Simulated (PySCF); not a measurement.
# m-toluic acid (c1cc(C)cc(C(=O)O)c1, C8H8O2)

Cartesian coordinates in Å; atom numbers follow the order of the lines, from 1:
```xyz
18

C     2.497   -0.945   -0.271
C     1.252   -0.141   -0.032
C     1.335    1.189    0.402
C     0.190    1.948    0.631
C    -1.068    1.390    0.429
C    -1.170    0.066   -0.004
C    -2.530   -0.496   -0.208
O    -3.556    0.108   -0.022
O    -2.516   -1.770   -0.630
C    -0.015   -0.690   -0.232
H     3.146   -0.463   -1.019
H     2.260   -1.956   -0.630
H     3.089   -1.046    0.653
H     2.320    1.638    0.564
H     0.281    2.983    0.970
H    -1.985    1.958    0.599
H    -3.444   -2.029   -0.728
H    -0.116   -1.723   -0.571
```

Method used: PySCF, quadratic response CAM-B3LYP/aug-cc-pVDZ first hyperpolarisability, Taylor convention, gas phase. Geometry: PBE0-D3(BJ)/def2-SVP.

(1) Give the tensor of the static β(0;0,0) in the axes of these coordinates.

Answers

(1) In au, Taylor convention; rows are the first index (the induced dipole):
```csv
,xx,yy,zz,xy,xz,yz
x,+161.5,+31.8,-22.2,+102.4,+37.1,+22.5
y,+102.4,-37.7,-18.6,+31.8,+22.5,+3.3
z,+37.1,+3.3,-22.4,+22.5,-22.2,-18.6
```
Norm of βᵢ = ⅓ Σⱼ (βᵢⱼⱼ + βⱼᵢⱼ + βⱼⱼᵢ): 178.2 au, hyper-Rayleigh value 96.4 au.
